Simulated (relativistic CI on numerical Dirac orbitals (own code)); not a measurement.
# How well does a small relativistic CI reproduce Bi⁴⁺?

Computed by Dirac-Coulomb-Breit CI, KLI orbitals optimised for each configuration, QED by a radiative potential, valence Slater integrals scaled by 0.85, P86 correlation estimate, and configurations built on the next ion tied to the tabulated ionisation energy (semi-empirical) (own radial code, finite nucleus).

Configurations in the expansion (outside the closed core [Xe] 4f14): 5d¹⁰6s, 5d¹⁰6p, 5d¹⁰6d, 5d¹⁰7s, 5d¹⁰5f, 5d¹⁰6f, 5d⁹6s², 5d⁸6s6p², 5d⁹6s5f, 5d⁹6s6p, 5d¹⁰7p, 5d⁹6p², 5d⁹6s5g, 5d¹⁰7d, 5d¹⁰8s, 5d⁸6s²6p, 5d¹⁰8p, 5d¹⁰5g, 5d¹⁰8d, 5d¹⁰7f, 5d⁸6s6d², 5d⁹6p6d, 5d⁸6s5f², 5d⁹6s6d. Levels of other configurations are missing.

```
Configuration  Term (tabulated)    J  Measured (cm⁻¹)  Computed   Error  Purity (%)
       5d¹⁰6s                2S  1/2              0.0         0       0          99
       5d¹⁰6p               2P°  1/2          87754.0     84472   -3282          99
       5d⁹6s²              2D †  5/2         103656.0    152741   49085          98
       5d¹⁰6p               2P°  3/2         115674.0    111196   -4478          99
       5d⁹6s²              2D †  3/2         133772.0    176763   42991          98
       5d¹⁰6d                2D  3/2         229289.0    217325  -11964         100
       5d¹⁰6d                2D  5/2         232540.0    220387  -12153         100
       5d¹⁰7s                2S  1/2         233340.0    226424   -6916         100
       5d¹⁰7p               2P°  1/2         270625.0    255973  -14652          78
       5d¹⁰7p               2P°  3/2         281081.0    265615  -15466          82
       5d¹⁰7d                2D  3/2         317307.0    309565   -7742         100
       5d¹⁰7d                2D  5/2         318629.0    310999   -7630         100
       5d¹⁰8s                2S  1/2         320430.0    312648   -7782         100
```

Measured levels from Moore, Atomic Energy Levels, vol. III, NSRDS-NBS 35 (1971 reprint of NBS Circular 467, 1958); pairs were made by configuration, J and term (by order where the table uses no LS term), so strongly mixed levels may be paired wrongly. The analysis dates from before 1960.

Mean error by configuration (cm⁻¹): 5d¹⁰6p -3880; 5d¹⁰6d -12058; 5d¹⁰7s -6916; 5d¹⁰7p -15059; 5d¹⁰7d -7686; 5d¹⁰8s -7782. Over the excited levels the mean absolute error is 9207 cm⁻¹ (12 of the 12 excited levels that our extract of the source holds in range could be paired), and the median relative error of those above 1,000 cm⁻¹ is 3.8 %. † marks terms whose computed intervals miss the measured ones by more than a factor of 2.5, or configurations far off the rest, from wrong mixing, a near crossing or a doubtful label or measurement; they are left out of the means.
